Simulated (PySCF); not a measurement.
The vertical singlet excitations below were computed for one of the candidates. Method: PySCF 2.14.0, density-fitted response routines, TDDFT wB97X-D/def2-SVPD, vertical, gas phase, core orbitals frozen in the response. Geometries: PBE0-D3(BJ)/def2-SVP, one conformer each. Relativistic effects are left out although some hold elements past zinc.

| state | E (eV) | f |
| --- | --- | --- |
| S1 | 5.53 | 0.0013 |
| S2 | 6.54 | 0.0061 |
| S3 | 6.67 | 0.026 |
| S4 | 6.90 | 0.012 |
| S5 | 6.92 | 0.097 |
| S6 | 7.27 | 0.0085 |

Question: Which structure fits?
A. `C=CC(=C)N=C`
B. `CC[CH2][GeH2][NH][SiH3]`
C. `CC[SiH2][GeH2][NH]C`

Answer: C. Its S1 lies at 5.53 eV; the nearest of the others has S1 at 6.15 eV. S1 is HOMO→LUMO (91%). Löwdin shares by element: HOMO nitrogen 54%, carbon 10% or more, germanium 10%, hydrogen 7% or more (atoms not listed hold the other 19%); LUMO germanium 26%, silicon 15%, carbon 8% or more, hydrogen 6% or more (atoms not listed hold the other 44%). At the same level the other candidates give, for their lowest levels:
- `C=CC(=C)N=C`: 4.52 eV (f 0.032); 5.44 eV (f 0.030); 5.67 eV (f 0.381); 6.36 eV (f 0.201); 6.84 eV (f 0.004); T1 3.16 eV; HOMO -8.40, LUMO 0.61 eV
- `CC[CH2][GeH2][NH][SiH3]`: 6.15 eV (f 0.006); 6.97 eV (f 0.024); 7.39 eV (f 0.013); 7.47 eV (f 0.035); 7.75 eV (f 0.024); HOMO -8.97, LUMO 1.77 eV

The values belong to the conformer `[CH3:1][CH2:2][SiH2:3][GeH2:4][NH:5][CH3:6]`: C1–C2–Si3–Ge4 -49°, C2–Si3–Ge4–N5 -32°, Si3–Ge4–N5–C6 -64°.
Triplets come from the Tamm–Dancoff approximation.
